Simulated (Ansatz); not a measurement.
Job for Ansatz (an electronic-structure program): U-wB97X-V/cc-pVTZ on BrFGe (SMILES [F][Ge][Br]), a point of a bond scan (R = 2.367 Å).

Ansatz 0.2 input:
```yaml
crystal:
  periodic: [false, false, false]
  atoms:
    - {symbol: Ge, position_ang: [0.54012837, -0.45604254, 0.81246222]}
    - {symbol: F, position_ang: [1.49051706, -1.32798058, -0.38782963]}
    - {symbol: Br, position_ang: [-0.87710746, 0.75843391, -0.64309499]}
basis:
  gaussian:
    orbitals: cc-pVTZ
hamiltonian:
  xc: {name: wB97X-V}
magnetization: {spin_polarized: true, initial_magnetization: 0}
```

Program output:

```
WARN ansatz: RAYON_NUM_THREADS=1 ignored (pool sized by the plan → 1); use --threads N
Functional definition: wB97X-V
integrals: 0.07 GiB planned
759 factors; integrals over basis functions are off by at most 9.9e-4 eV
integrals: 0.13 GiB planned
146 factors; integrals over basis functions are off by at most 2.5e-5 eV
mean field: 1.15 GiB planned
mean field evaluation 1: about -129271.6886 eV, gradient 2.7e1 eV
mean field evaluation 2: about -129269.9005 eV, gradient 4.0e1 eV
mean field evaluation 4: about -129274.3066 eV, gradient 1.2e0 eV
mean field evaluation 8: about -129274.3304 eV, gradient 3.5e-2 eV
mean field evaluation 16: about -129274.3304 eV, gradient 7.1e-5 eV
mean field -129274.33041975 eV, -4750.7440176374 hartree, gradient 7.1e-5 eV, S^2 0.000000; 0 other end points of the search recorded, 0 dependent functions left out
reference -129274.33041834 eV, -4750.7440175856 hartree; 38, 38 occupied and 78, 78 virtual orbitals, 759 factors
Total energy: -129274.33041834 eV, -4750.7440175856 hartree
```

Self-consistency was reached.

Cost: very roughly 13 core-seconds.
